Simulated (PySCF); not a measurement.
Species: cyclohexylphosphine, C₆H₁₃P.
Bonds: P1–C2, C2–C3, C3–C4, C4–C5, C5–C6, C6–C7, C2–C7. Hydrogens: H8, H9 on P1; H10 on C2; H11, H12 on C3; H13, H14 on C4; H15, H16 on C5; H17, H18 on C6; H19, H20 on C7.

NICS is the negative of the GIAO shielding at a point without a nucleus: at the ring centre (0) and 1 Å above and below it (1); zz is the component along the ring normal. Level: GIAO PBE0/pcSseg-1 (PySCF, non-relativistic, gas phase) on the GFN2-xTB geometry, one conformer.

Ring bond lengths (Å), with Mayer bond orders in brackets: C2–C3 1.528 (0.99), C3–C4 1.526 (1.04), C4–C5 1.526 (1.04), C5–C6 1.526 (1.04), C6–C7 1.526 (1.04), C7–C2 1.528 (0.99).

Give the NICS values of each ring in ppm.

```
             ring                                            type  NICS(0)  NICS(1), two faces  NICS(1)zz, two faces  rms pucker (Å)  centre to ring atoms, mean (Å)
C2–C3–C4–C5–C6–C7  6-membered carbocycle; formal bonds all single     -2.0         -2.3 / -2.4             3.0 / 3.3            0.24                            1.47
```

What do they say, and how far can they be read as aromaticity?

- C2–C3–C4–C5–C6–C7: mean NICS(1)zz 3.2 ppm, deshielded. C2, C3, C4, C5, C6, C7 have four or more neighbours; no verdict on aromaticity is drawn.

What field does 14.1 T along the ring normal induce along that normal at the first NICS(1) probe listed for ring C2–C3–C4–C5–C6–C7, 1 Å off the ring?

NICSzz × B0 = 3.0 ppm × 14.1 T = 42 μT, along the applied field.

Give the inner angles of the rings and the Hirshfeld charges of the ring atoms.

- C2–C3–C4–C5–C6–C7: C2 110.1° (-0.062 e), C3 110.6° (-0.074 e), C4 110.5° (-0.068 e), C5 110.4° (-0.069 e), C6 110.5° (-0.068 e), C7 110.6° (-0.074 e); sum 662.8° against 720° for a flat convex ring.

How shielded are the nuclei of the rings and their hydrogens (means over atoms taken as equivalent)?

```
   atoms                     environment  σ isotropic (ppm)
      C2  sp3 carbon bound to phosphorus              155.2
 C3 (×2)                 ring CH2 carbon              150.3
 C4 (×2)                 ring CH2 carbon              156.0
      C5                 ring CH2 carbon              156.9
     H10                methine hydrogen              29.55
H11 (×2)              methylene hydrogen              30.59
H12 (×2)              methylene hydrogen              30.06
H13 (×2)              methylene hydrogen              29.91
H14 (×2)              methylene hydrogen              30.46
     H15              methylene hydrogen              30.51
     H16              methylene hydrogen              29.96
```
